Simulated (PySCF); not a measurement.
**TDDFT excited states: H9NO3Si3**

H9NO3Si3.
Atom-mapped SMILES: `[NH2:1][SiH2:2][O:3][Si@@H:4]([OH:5])[O:6][SiH3:7]` (hydrogens: H8, H9 on N1; H10, H11 on Si2; H12 on Si4; H13 on O5; H14, H15, H16 on Si7)

Theory: TDDFT CAM-B3LYP/def2-SVPD, vertical, gas phase, core orbitals frozen in the response (PySCF 2.14.0, density-fitted response routines). One conformer (not necessarily the lowest) at the GFN2-xTB geometry, without solvent, vibrations or thermal averaging. Note that the optimisation stopped short of convergence; the values belong to its last geometry.

Task: What does the calculation give for the low-lying excited states?

Result: 

| state | E (eV) | λ (nm) | f | \|μ\| (D) | main configurations (H = HOMO, L = LUMO) |
| --- | --- | --- | --- | --- | --- |
| S1 | 6.62 | 187.4 | 0.026 | 1.03 | H→L+1 (56%), H→L (26%) |
| S2 | 6.99 | 177.3 | 0.0009 | 0.19 | H→L (41%), H→L+5 (23%), H→L+1 (12%) |
| S3 | 7.76 | 159.7 | 0.011 | 0.61 | H-1→L (29%), H-2→L (20%), H→L+4 (10%) |
| S4 | 7.80 | 158.9 | 0.013 | 0.66 | H→L+4 (32%), H-2→L (17%), H→L+2 (9%) |
| S5 | 7.87 | 157.5 | 0.0070 | 0.48 | H-1→L (26%), H-2→L (18%), H-3→L (10%) |
| S6 | 8.06 | 153.8 | 0.015 | 0.71 | H→L+5 (40%), H→L+4 (25%), H→L (12%) |
| S7 | 8.14 | 152.3 | 0.017 | 0.74 | H→L+2 (33%), H→L+6 (17%), H→L+8 (12%) |
| S8 | 8.29 | 149.6 | 0.012 | 0.63 | H→L+3 (27%), H→L+2 (23%), H→L+6 (9%) |

Triplets, Tamm–Dancoff:

| state | E (eV) | λ (nm) | main configurations (H = HOMO, L = LUMO) |
| --- | --- | --- | --- |
| T1 | 6.24 | 198.7 | H→L+1 (55%), H→L (22%), H→L+2 (9%) |
| T2 | 6.75 | 183.7 | H→L (36%), H→L+5 (25%), H→L+3 (11%) |
| T3 | 7.37 | 168.3 | H-2→L (31%), H-1→L (20%), H-2→L+2 (14%) |

The lowest singlet comes at 187 nm (638 kJ/mol) in the vacuum ultraviolet; it is weak; its leading configuration is HOMO→LUMO+1 (56%). The lowest level is also the most intense of those listed (f = 0.026). Löwdin shares by element: HOMO nitrogen 57%, silicon 15% or more, hydrogen 15% or more; LUMO silicon 45%, oxygen 11% or more (atoms not listed hold the other 45%). Of the 8 states listed, 6 reach f = 0.01 and none stays under 0.0005. The oscillator strengths of these states sum to 0.103; summed over the whole spectrum of an exact calculation they would give the number of electrons, 82 (Thomas–Reiche–Kuhn). Weighted by f, the mean energy of these states is 7.64 eV. Singlets were solved by full linear response, triplets in the Tamm–Dancoff approximation.
